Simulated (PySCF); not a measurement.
**Se⁺: excitation energy**

Se⁺ [Ar] 3d10 4s2 4p3 (4S) → Se⁺ [Ar] 3d10 4s1 4p3 4d1 (6D), as a difference of total energies. Calculation: PySCF 2.14, in x2c-TZVPPall with one added diffuse shell each of s, p, d type (7s6p5d1f, 57 functions); the spin-free X2C one-electron Hamiltonian (Gaussian nucleus). Correlated levels: valence and next inner shell: [Ne] frozen. The calculations carry no spin-orbit coupling.

| method | excitation energy (cm⁻¹) |
| --- | --- |
| UHF | 152290 |
| MP2 (valence and next inner shell) | 166030 |
| SCS-MP2 (valence and next inner shell) | 168500 |
| CCSD (valence and next inner shell) | 166770 |
| CCSD(T) (valence and next inner shell) | 167460 |

A first-order spin-orbit estimate (lowest level to lowest level, LS coupling) adds -0.012 eV.

The promoted electron is Rydberg-like, and one or two diffuse shells describe it only roughly, which tends to raise the upper state.
